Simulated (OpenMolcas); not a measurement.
# V3+: effect of the basis set

- Program: OpenMolcas
- Method: CASSCF
- Active space: 2 electrons in 5 orbitals (3d)
- State averaging: 2S+1 = 3 even, 10 roots; 2S+1 = 1 even, 15 roots
- Spin-orbit coupling: RASSI with atomic mean-field integrals over the reference wave functions, term energies averaged over their components

A. ANO-R1 [5s3p3d1f], X2C, finite nucleus; cost of the order of 7 core-seconds
B. ANO-L-VTZP [6s5p3d2f1g], non-relativistic, point nucleus; cost about 5 core-seconds
C. ANO-RCC-VTZP [6s5p3d2f1g], DKH2, point nucleus; cost about 6 core-seconds
D. ANO-R2 [6s4p4d2f1g], X2C, finite nucleus; cost about 4 core-seconds
E. ANO-RCC-VQZP [7s6p4d3f2g1h], DKH2, point nucleus; cost roughly 7 core-seconds
F. ANO-R3 [7s5p5d3f2g1h], X2C, finite nucleus; cost about 9 core-seconds

Energies in eV above 3d² ³F₂, the measured ground level; measured values from Sugar and Corliss, J. Phys. Chem. Ref. Data 7, 1191 (1978).

```
  Level       A       B       C       D       E       F  Measured
3d² ³F₂  0.0000  0.0000  0.0000  0.0000  0.0000  0.0000    0.0000
3d² ³F₃  0.0407  0.0429  0.0404  0.0390  0.0397  0.0409    0.0403
3d² ³F₄  0.0934  0.0983  0.0927  0.0896  0.0912  0.0939    0.0911
3d² ¹D₂  1.7364  1.7394  1.7270  1.7390  1.7335  1.7415    1.3588
3d² ³P₀  2.0540  2.0582  2.0426  2.0550  2.0493  2.0584          
3d² ³P₁  2.0681  2.0732  2.0566  2.0686  2.0631  2.0726    1.6415
3d² ³P₂  2.0986  2.1054  2.0869  2.0977  2.0929  2.1034    1.6686
3d² ¹G₄  2.6699  2.6749  2.6565  2.6723  2.6644  2.6769    2.2802
3d² ¹S₀  6.4822  6.4896  6.4533  6.4908  6.4697  6.4993    5.2646
```

Deviations, from unrounded energies. A percentage is the sum of absolute deviations over the sum of measured energies, with the sign that they share, or ± where signs differ.

```
                        Against measurement  Levels      A      B      C      D      E      F
             mean absolute deviation (cm-1)       7   3300   3300   3200   3300   3200   3300
      fine structure of the ground term (%)       2   +2.1   +7.4   +1.3   -2.1   ±0.6   +2.5
other terms of the ground configuration (%)       5  +23.3  +23.5  +22.7  +23.4  +23.0  +23.6
```

A, B, C, D, E, F lie about equally close to measurement. The largest miss of C in the table is 3d² ¹S₀, by +9600 cm-1. The ranking rests on the paired levels alone, and a cruder setting can come out closer through cancelling errors.

Among A to F the level of the table that moves most is 3d² ¹S₀, by 370 cm-1 (lowest in C, highest in F).

Without dynamic correlation excited terms often stand tens of per cent too high (terms of higher spin than the ground term too low), and those without a measured partner can miss by more than the paired ones. The basis is small and was not contracted for so high a charge (holds for A). Measured partners are found by configuration, term and J. A level has none where our copy of the source lacks it or the pairing is in doubt (some pairs that miss far off the trend of their configuration count as doubtful), and it then counts in no deviation. Only configurations of the active space appear.
